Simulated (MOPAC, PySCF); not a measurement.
[Cd(OH)(SH)], neutral singlet in the gas phase. 

Cartesian coordinates (Å):
```xyz
5

Cd     0.2719     0.1357    -0.0519
O      0.1717    -0.2691    -1.9919
H     -0.1162     0.5311    -2.4721
S      0.4530     0.4938     2.2619
H     -0.8478     0.1745     2.4885
```
Charge 0, multiplicity 1.

All levels are single points at this geometry (TPSS-D3(BJ)/def2-SVP); Pople sets use spherical d functions. Orbital energies aren't observables, and empty levels follow the basis.

TPSSh-D3(BJ)/def2-TZVP in PySCF gives dipole (D) = 1.58.

Estimate the dipole (D) from each of these levels: PBE-D3(BJ)/def2-TZVP in PySCF; B3LYP/6-311+G** (LANL2DZ on Cd) in PySCF; PBE/6-31G* (LANL2DZ on Cd) in PySCF; PM3 in MOPAC; PM7 in MOPAC.


```
level                                     dipole (D)
----------------------------------------  ----------
PBE-D3(BJ)/def2-TZVP in PySCF                   1.55
B3LYP/6-311+G** (LANL2DZ on Cd) in PySCF        1.72
PBE/6-31G* (LANL2DZ on Cd) in PySCF             1.76
PM3 in MOPAC                                    2.14
PM7 in MOPAC                                    2.38
```
